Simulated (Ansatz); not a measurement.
Cost and result for the atomization energy of `B[O][GeH2][CH3]` (11 atoms, 10 bonds).

Cartesian coordinates in Å:
```
B 1.4738 1.2741 -0.6135
O 0.1591 1.4791 -0.4756
Ge -1.1016 0.3081 0.0690
C -0.3126 -1.4154 0.4847
H 1.9733 0.2027 -0.3657
H 2.1498 2.1926 -0.9936
H -1.7439 0.9755 1.2950
H -2.0946 0.2371 -1.1016
H -1.1009 -2.0967 0.8113
H 0.4224 -1.3195 1.2838
H 0.1752 -1.8376 -0.3938
```

Total charge 0; spin multiplicity 1. Correlated methods include outer-core shells of Ge, which these sets cover unevenly. Scalar relativity is left out up to krypton. All single points use the PBE0-D4/def2-TZVP geometry. It is one conformer, not always the lowest. Program: Ansatz. All runs use 4 threads of an Arm Neoverse V1 on a shared host. Times are those of one run each, without the atoms' runs, and a repeat can differ threefold. Electronic energies, without spin–orbit coupling; frozen cores. CCSD(T)/CBS adds CCSD(T) − MP2 in def2-TZVPP to the MP2 limit, and its time is that of the two runs behind it. T1 = 0.013. With those shells the extrapolation isn't a true limit. B3LYP takes the VWN-RPA correlation (the form of Gaussian; ORCA's B3LYP/G).

CCSD(T)/CBS is a level of theory with its own doubt, some kJ/mol a heavy atom from the limit and from the frozen cores, so smaller differences don't rank the functionals.

```csv
level,functions,wall time,atomization (kJ/mol),difference from CCSD(T)/CBS,per bond
PBE-D4/def2-TZVPP (with forces),239,2.5 s,3900.9,16.2,1.6
PBE0-D4/def2-TZVPP,239,3.1 s,3858.4,-26.3,-2.6
B3LYP-D4/def2-TZVPP (with forces),239,4.6 s,3877.2,-7.5,-0.7
r2SCAN-D4/def2-TZVPP (with forces),239,4.9 s,3892.4,7.7,0.8
B2PLYP/def2-TZVPP,239,5.5 s,3847.7,-37.0,-3.7
ωB97X-V/def2-TZVPP,239,8 s,3892.7,8.0,0.8
ωB97M-V/def2-TZVPP (with forces),239,12 s,3881.0,-3.7,-0.4
MP2/def2-QZVPP,470,25 s,3888.3,3.6,0.4
CCSD(T)/def2-TZVPP,239,2.9 min,3811.7,-73.0,-7.3
CCSD(T)/CBS(def2),–,3.4 min,3884.7,0.0,0.0
```

The D4 term adds +30.2 kJ/mol with B3LYP and +15.9 kJ/mol with PBE0; it sums over pairs of atoms, weighted by their polarisabilities, and B3LYP, whose exchange is more repulsive, gets the larger term. From PBE to PBE0 (25 % exact exchange), in def2-TZVPP and without D4, the atomization energy moves by −39.6 kJ/mol: exact exchange takes away binding that semilocal exchange gives to molecules. In def2-TZVPP, CCSD(T) changes the Hartree–Fock value by +876.3 kJ/mol (the triples alone add +44.3 kJ/mol) and MP2 by +909.9 kJ/mol; breaking electron pairs costs correlation energy, which Hartree–Fock lacks.
